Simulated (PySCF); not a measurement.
Structure revision by computed shifts

A compound C₇H₁₂OSi gives the data below (simulated from a calculation) and was assigned the structure `CCC1=C[SiH2]C=COC1`.

¹³C{¹H} NMR (computed): δ 152.2 (C), 151.6 (CH), 134.8 (CH), 133.7 (C), 31.2 (CH2), 30.0 (CH2), 14.7 (CH3).

¹H NMR (300 MHz, computed): δ 7.75 (m, 1H), 6.95 (m, 1H), 4.45 (s, 3H), 2.58 (t, 2H), 1.51 (m, 2H), 0.91 (t, 3H).

Level of theory: GIAO PBE0/pcSseg-1 shieldings, structure optimised with GFN2-xTB, in PySCF 2.14.0 with density-fitted response routines (equivalent nuclei averaged, gas phase, no relativistic terms, single conformer).

δ = σ(ref) − σ, references computed at the same level: ¹H and ¹³C vs TMS.

Question: Compare with the shifts computed for the proposed structure, pairing carbons in order of shift.

Answer: Atom-mapped SMILES (the numbers label the heavy atoms): `[CH3:1][CH2:2][C:3]1=[CH:4][SiH2:5][CH:6]=[CH:7][O:8][CH2:9]1` (H(Xn): hydrogen on atom n).

| atom | computed for proposal | given list | difference |
| --- | --- | --- | --- |
| C7 | 169.4 | 152.2 | +17.2 |
| C3 | 165.6 | 151.6 | +14.0 |
| C4 | 134.4 | 134.8 | -0.4 |
| C6 | 91.0 | 133.7 | -42.7 |
| C9 | 74.6 | 31.2 | +43.4 |
| C2 | 41.5 | 30.0 | +11.5 |
| C1 | 17.0 | 14.7 | +2.3 |

The rms difference is 24.9 ppm and the largest +43.4 ppm at C9 (allylic sp3 CH2 bonded to O). The carbon types in order of shift don't match either: CH, C, CH, CH, CH2, CH2, CH3 for the proposal against C, CH, CH, C, CH2, CH2, CH3 in the data. The proposal doesn't fit.

Question: Which isomer fits?

Answer: SMILES CCCc1coc([SiH3])c1.

Carbon types of the structure: 2 × C, 2 × CH, 2 × CH2, 1 × CH3, leaving 3 H on heteroatoms. δC 152.2: substituted aromatic carbon next to the ring oxygen. δC 151.6: aromatic CH next to the ring oxygen. δC 134.8: aromatic CH; the aromatic region. δC 133.7: substituted aromatic carbon.

The data come from this structure; uniqueness wasn't tested.

Shifts are as computed. Against solution values, carbons near 30 ppm lie about +3 ppm off and those near 130 ppm about +5 ppm. Of 1211 compounds with measured shifts, 218 miss one by over three times the rms of a fit or turn the order of signals round; such compounds aren't used in these exercises. Multiplicities follow the n + 1 count of equivalent neighbours, as no J values were calculated; m marks all less simple cases, F and P coupling included.
